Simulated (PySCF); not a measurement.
ClGa, charge +1, doublet, at a GFN2-xTB geometry (such geometries of metal compounds can be far from the true shape) (a state made from the parent by changing its charge; the spin is typed, not shown lowest).

The PySCF input:
```python
from pyscf import gto, scf

mol = gto.Mole()
mol.atom = '''
    Ga   -0.00000000   -0.00000000   -0.77079887
    Cl    0.00000000    0.00000000    1.40557440
'''
mol.basis = '6-31g*'
mol.charge = 1
mol.spin = 1
mol.verbose = 4
mol.build()

mf = scf.UHF(mol)
mf = mf.density_fit(auxbasis='def2-universal-jkfit')
mf.kernel()
```

### Question
Give the <S^2> at the level DF-HF/6-31G* (PySCF).

### Answer
0.775

### Question
What HOMO energy does DF-HF/6-31G* give?

### Answer
-18.18 eV

These values belong to the state on which the SCF converged, which isn't shown to be the lowest.
